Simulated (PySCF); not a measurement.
## Ionisation energy of Sb³⁷⁺ by level of theory

Sb³⁷⁺ [Ne] 3s2 3p2 (3P) → Sb³⁸⁺ [Ne] 3s2 3p1 (2P), as a difference of total energies. All numbers are calculated (PySCF 2.14, scalar relativity by spin-free X2C-1e, in an uncontracted even-tempered set (18 s from 6.2 bohr⁻², ratio 2.5; 12 p from 8.1 bohr⁻², ratio 2.5; 4 d from 33 bohr⁻², ratio 2.7; 4 f from 50 bohr⁻², ratio 2.7)). Correlated levels: outer shells: 1s2 frozen; virtual orbitals above 40 to 60 times the deepest correlated orbital energy dropped. The calculations carry no spin-orbit coupling.

```csv
method,ionisation energy (eV)
UHF,2534.2
MP2 (outer shells),2534.7
SCS-MP2 (outer shells),2534.5
CCSD (outer shells),2534.6
CCSD(T) (outer shells),2534.6
```

Spin-orbit coupling is strong in these open shells (close to jj coupling). The scalar numbers leave it out and a first-order estimate fails, so it can dominate the gap to the real levels.

Breit and QED terms and the two-electron picture change are absent.

For comparison: 2567 ± 4 eV (theoretical estimate listed by NIST; NIST Atomic Spectra Database, ionization energies).
